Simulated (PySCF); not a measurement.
Species: C₆H₉NO.
Cartesian coordinates in Å at the GFN2-xTB level; atoms count from 1:
```xyz
17
C6H9NO angstrom
C     -2.8070    0.6920    0.7957
C     -1.8988    0.2048   -0.0094
C     -1.5160   -0.8140   -0.9967
C     -0.5192    0.2226   -0.5047
N      0.5612   -0.1692    0.3455
C      1.7984    0.3778    0.2551
C      2.7738   -0.1798    1.2720
O      2.0846    1.2252   -0.5619
H     -2.5968    1.5288    1.4423
H     -3.8054    0.2858    0.8369
H     -1.8786   -0.7337   -2.0110
H     -1.4076   -1.8355   -0.6569
H     -0.1945    1.0020   -1.1842
H      0.3627   -0.8530    1.0589
H      3.7458    0.2807    1.1235
H      2.8646   -1.2576    1.1539
H      2.4258    0.0351    2.2802
```

Method used: PySCF 2.14.0, density-fitted response routines, TDDFT PBE0/def2-SVPD, vertical, gas phase, core orbitals frozen in the response.

Transition dipole moments from the ground state, in atomic units and in the frame of the coordinates above (overall signs are arbitrary), for the states with f of 0.002 or more among the lowest 7:

| state | E (hartree) | μx | μy | μz |
| --- | --- | --- | --- | --- |
| S1 | 0.2004 | -0.300 | -0.020 | 0.125 |
| S2 | 0.2128 | 0.119 | 0.040 | 0.040 |
| S3 | 0.2310 | -0.060 | 0.251 | -0.001 |
| S4 | 0.2322 | 0.333 | -0.049 | 0.015 |
| S5 | 0.2477 | -0.003 | -0.150 | -0.123 |
| S6 | 0.2494 | -0.077 | -0.080 | 0.225 |
| S7 | 0.2504 | -1.612 | -0.278 | 0.124 |

Problem. Work out the oscillator strengths.

Solution. f = (2/3) ΔE |μ|² with ΔE in hartree (27.2114 eV).

```json
{"state": "S1", "|μ|² (au)": "0.106", "|μ| (D)": "0.83", "f": "0.014"}
{"state": "S2", "|μ|² (au)": "0.017", "|μ| (D)": "0.33", "f": "0.002"}
{"state": "S3", "|μ|² (au)": "0.067", "|μ| (D)": "0.66", "f": "0.010"}
{"state": "S4", "|μ|² (au)": "0.114", "|μ| (D)": "0.86", "f": "0.018"}
{"state": "S5", "|μ|² (au)": "0.038", "|μ| (D)": "0.49", "f": "0.006"}
{"state": "S6", "|μ|² (au)": "0.063", "|μ| (D)": "0.64", "f": "0.010"}
{"state": "S7", "|μ|² (au)": "2.691", "|μ| (D)": "4.17", "f": "0.449"}
```

Problem. What angle do the transition dipoles of S3 and S6 make?

Solution. |cos θ| = |μa·μb| / (|μa| |μb|) = 0.24, so θ ≈ 76° (taken between 0 and 90°, since the signs are arbitrary).

Problem. How is the summed strength of these states shared among x, y and z?

Solution. (2/3) Σ ΔE μα² gives 0.467 for x, 0.028 for y and 0.016 for z, 0.510 in all.

Problem. What peak molar absorption coefficient would the strongest computed level give as a lone Gaussian band 0.5 eV wide at half height?

Solution. ε(max) = 2.175×10⁸ f / FWHM, with the width in cm⁻¹. S7: 2.175×10⁸ × 0.4493 / 4033 ≈ 24000 L mol⁻¹ cm⁻¹.

The run took 45 s of wall time on Arm Neoverse V1, one thread, no GPU, on a shared host, and the process peaked at 1.0 GiB of memory.

One conformer stands for the species.
